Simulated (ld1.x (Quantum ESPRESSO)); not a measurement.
**Ranking RRKJ potentials for helium**

All share these settings but for the change named:

ld1.x (Quantum ESPRESSO) 7.5 input, shortened:

```
&input
   title='He', zed=2., rel=1, dft='BP', iswitch=3,
   config='[He] 2p-2'
 /
 &inputp
   pseudotype=2, tm=.false., rho0=0.02, lloc=0,
   nlcc=.false.
 /
2
2P  2  1  -2.00  -0.20  0.50  0.50  0.0
1S  1  0   2.00   0.00  0.45  0.45  0.0
 &test
   configts(1)='1s2'
 /
```

Test errors are all-electron minus pseudo excitation energies from the reference, over 1s1; 1s1.5. None of these files shows a bound ghost.

The base gives 0.4 meV.

Of 6 variants that were run, those that failed, showed a ghost or another fault, or gave nearly equal values are left out.

A variant can come out equal or close to the base, since the largest error may sit in a test that the change hardly touches while other tests move.

Question: Rank these variants by their largest absolute test error, smallest first.
A. wave 2p channel at -0.2 Ry: rc 0.50 bohr becomes 2p channel at -0.2 Ry: rc 0.70 bohr
B. non-relativistic
C. functional LDA (PZ)
D. type TM; local potential all-electron potential smoothed inside 0.35 bohr (lloc = -2); rho0 0

Answer: C (0.3 meV), A (0.4 meV), D (0.7 meV), B (1.6 meV).
